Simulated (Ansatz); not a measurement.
Compare A (`C[SiH](F)C=N`) with its isomer B (`FC/C=N\[SiH3]`).

Calculated with Ansatz (gas phase, PBE0-D4/def2-TZVP geometries, no zero-point term in ΔE). CCSD(T)/CBS is the MP2 limit (def2-TZVPP, def2-QZVPP) plus CCSD(T) − MP2 in def2-TZVPP, frozen cores. DFT in def2-TZVPP. B3LYP here is the variant with VWN-RPA as its local correlation; programs differ in this. Each species was taken in one conformer, which may not be the lowest.

A:

```xyz
11

C    -0.869    1.385   -0.372
Si    0.604    0.291   -0.111
F     1.245    0.581    1.332
C     0.143   -1.535   -0.077
N     0.317   -2.305    0.919
H    -1.326    1.178   -1.344
H    -0.581    2.439   -0.353
H    -1.623    1.217    0.400
H     1.655    0.544   -1.130
H    -0.318   -1.994   -0.962
H     0.751   -1.802    1.698
```

B:

```xyz
11

F     0.8850   -1.3559    0.1950
C     1.2102   -0.2854    0.9867
C     0.3326    0.9010    0.7199
N    -0.6071    1.0044   -0.1004
Si   -1.2785   -0.1338   -1.2417
H     1.1155   -0.5808    2.0391
H     2.2574   -0.0140    0.8037
H     0.5974    1.7607    1.3580
H    -2.3829    0.5741   -1.9356
H    -0.2800   -0.5447   -2.2631
H    -1.8496   -1.3255   -0.5616
```

Q: Which is lower in electronic energy at CCSD(T)/CBS, and by how much? (Estimate.)

A: The calculation gave: A, by 51.8 kcal/mol.

Q: Give E(B) − E(A) in kcal/mol with PBE0-D4, MP2/def2-TZVPP, HF/def2-TZVPP, ωB97M-V, B3LYP-D4, PBE-D4, B2PLYP. (Best estimate.)

A: Ansatz gave: PBE0-D4 48.6, MP2/def2-TZVPP 52.0, HF/def2-TZVPP 47.1, ωB97M-V 49.9, B3LYP-D4 48.3, PBE-D4 48.0, B2PLYP 49.8. None reverses the order clearly.

Largest T1 diagnostic: 0.013.

In def2-TZVPP, CCSD(T) changes the Hartree–Fock value by +3.4 kcal/mol (the triples alone add +0.1 kcal/mol) and MP2 by +4.9 kcal/mol.
